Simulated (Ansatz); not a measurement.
Two members of one family (Series CdMeX), computed with Ansatz in the gas phase; def2 core potentials for Cd, no spin–orbit coupling. The two geometries come from different levels. Binding counts from free atoms in the multiplicity of their measured ground term, without zero-point energy. A dash marks a value that wasn't run or was left out as unsound. The structures are stationary points that may keep the symmetry of their start. Remarks come from the PBE and PBE0 runs and from stability tests at other levels; not every state was tested. HOMO above LUMO (over both spins in singlets and doublets, within one spin in higher multiplets; at PBE or PBE0), or a gap under 0.15 eV within one spin, warns that the state may not be the lowest or that an electron is smeared out.

First: CdMeBr (singlet, charge 0, PBE0-D4/def2-TZVP geometry).

Cartesian coordinates in Å:
```
Cd 0.157 0.269 -1.136
C -0.123 -0.208 0.890
H -0.189 0.707 1.476
H 0.718 -0.805 1.243
H -1.045 -0.779 1.006
Br 0.481 0.816 -3.478
```

```
              level  HOMO (eV)  LUMO (eV)  gap (eV)  vertical IE (eV)  vertical triplet (eV)  binding per atom (eV)
    PBE-D4/def2-SVP      -6.48      -1.57      4.91                 –                      –                   2.99
   PBE-D4/def2-TZVP      -6.64      -1.75      4.90              9.81                   4.91                   2.97
r2SCAN-D4/def2-TZVP      -6.95      -1.47      5.48              9.92                   5.01                   2.98
   PBE0-D4/def2-SVP      -7.75      -0.76      6.99                 –                      –                   2.98
  PBE0-D4/def2-TZVP      -7.89      -0.93      6.96             10.04                   5.13                   2.96
```

Metal–donor distances: 1 × C 2.10 Å, 1 × Br 2.43 Å. Remarks: gap within one spin near zero at PBE or PBE0 (+1 doublet), gap within one spin near zero at PBE or PBE0 (triplet).

Second: CdMe(OH) (singlet, charge 0, r2SCAN-D4/def2-TZVP geometry).

Cartesian coordinates in Å:
```
Cd -0.695 -0.175 0.124
C 1.269 0.223 -0.444
H 1.890 0.365 0.442
H 1.305 1.126 -1.053
H 1.659 -0.615 -1.022
O -2.577 -0.614 0.541
H -2.852 -0.311 1.413
```

**Question.** Estimate how these quantities change from the first to the second (second minus first).

**Answer.** 
| level | Δ HOMO (eV) | Δ LUMO (eV) | Δ gap (eV) | Δ vertical IE (eV) | Δ vertical triplet (eV) | Δ binding per atom (eV) |
| --- | --- | --- | --- | --- | --- | --- |
| PBE-D4/def2-SVP | 0.80 | 0.44 | -0.36 | – | – | 0.22 |
| PBE-D4/def2-TZVP | 0.66 | 0.41 | -0.26 | -0.13 | 0.00 | 0.24 |
| r2SCAN-D4/def2-TZVP | 0.67 | 0.46 | -0.21 | -0.24 | -0.04 | 0.20 |
| PBE0-D4/def2-SVP | 0.46 | 0.42 | -0.05 | – | – | 0.17 |
| PBE0-D4/def2-TZVP | 0.32 | 0.39 | 0.07 | -0.20 | 0.01 | 0.18 |

Metal–donor distances: 1 × C 2.08 Å, 1 × O 1.98 Å. Remarks: gap within one spin near zero at PBE or PBE0 (+1 doublet), gap within one spin near zero at PBE or PBE0 (triplet).
